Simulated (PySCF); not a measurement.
One molecule, one basis, several functionals.

Compound: TMS, C4H12Si.
InChI=1S/C4H12Si/c1-5(2,3)4/h1-4H3

PySCF, def2-TZVP basis, density fitting, gas phase, GFN2-xTB geometry. One functional is left out:

| functional | exact exchange (%) | HOMO energy (eV) | LUMO energy (eV) |
| --- | --- | --- | --- |
| B97-D | 0 | -6.98 | 0.31 |
| BLYP | 0 | -6.88 | 0.15 |
| BP86 | 0 | -7.09 | 0.30 |
| OPBE | 0 | -6.95 | 0.41 |
| B3LYP | 20 | -8.09 | 0.58 |
| B97-2 | 21 | -8.04 | 0.95 |
| BHandHLYP | 50 | -9.53 | 1.44 |

Question: Predict the row of mPW1PW91 (25 % exact exchange) by straight lines through the other rows, and check it.

Answer: 
```tsv
property	line	computed	computed − line	B97-2 (21 %), for comparison
HOMO energy (eV)	-8.27	-8.32	-0.05	-8.04
LUMO energy (eV)	0.87	0.94	+0.07	0.95
```

Question: Which of these properties follows the share of exact exchange most closely, and which least?

Answer: Most closely the HOMO energy, least the LUMO energy; the correlations over the tabulated rows are HOMO energy -0.997, LUMO energy 0.961. The HOMO energy moves by -0.514 eV for every 10 %. Functionals with the same share still differ in their other parts: at 0 % BLYP and BP86 differ by 0.21 eV in it.
